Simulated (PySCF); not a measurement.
## Radial density of Xe (xenon, neutral)

M06-2X, [Kr] 4d10 5s1 5p6 5d1, 5s spin antiparallel (an excited configuration). Computed with PySCF 2.14 in aug-cc-pVQZ-DK3, with the spin-free X2C one-electron Hamiltonian (Gaussian nucleus).

```tsv
r (bohr)	4πr²ρ (e/bohr)	4πr²(ρα − ρβ)
0.0248	66.64	-0.0075
0.0418	62.52	-0.0115
0.0703	88.02	-0.0419
0.118	75.43	0.0257
0.199	72.45	-0.0469
0.335	52.38	-0.0037
0.563	27.19	-0.1431
0.946	19.18	-0.0346
1.59	5.553	-0.9408
2.68	2.427	0.0692
4.50	0.3846	0.2566
7.58	0.03459	0.0342
```

Densities and radii are taken from the X2C orbitals without a picture-change correction, which distorts them close to the nucleus.

The outer electron is Rydberg-like, and this basis confines it to a smaller radius and binds it less than a complete one would. With the s spin flipped the determinant is a mixture of two multiplicities, not a spectroscopic state.
